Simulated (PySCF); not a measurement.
How methods differ on the ionisation energy of Tm²⁺

Tm²⁺ [Xe] 4f13 [4f5/2^6 4f7/2^7, M_J = 7/2] → Tm³⁺ [Xe] 4f12 [4f5/2^6 4f7/2^6, M_J = 6], as a difference of total energies. Computed with PySCF 2.14 in x2c-TZVPPall-2c, with the two-component X2C-1e Hamiltonian. Correlated levels: [Ar] 3d10 frozen; the 18 highest virtual spinors dropped. "Screened" scales the spin-orbit matrix elements by Boettger's factors to mimic the two-electron term; Breit and QED terms are absent.

| method | ionisation energy (eV) | difference from reference (eV) |
| --- | --- | --- |
| GHF (spin-free) | 19.215 | -4.445 |
| GMP2 (spin-free) | 25.412 | +1.752 |
| GHF (screened spin-orbit) | 18.752 | -4.908 |
| GMP2 (screened spin-orbit) | 24.957 | +1.297 |

Reference: 23.66 ± 0.03 eV (semi-empirical (NIST evaluation); NIST Atomic Spectra Database, ionization energies).

The spin-free rows relax to the high-spin LS determinant and lack the spin-orbit shift.

The labels give the starting determinants; with spin-orbit coupling the two ends relaxed to ⟨J²⟩ = 15.76, ⟨L²⟩ = 12.11, ⟨S²⟩ = 0.85 and ⟨J²⟩ = 42.01, ⟨L²⟩ = 30.19, ⟨S²⟩ = 2.08.
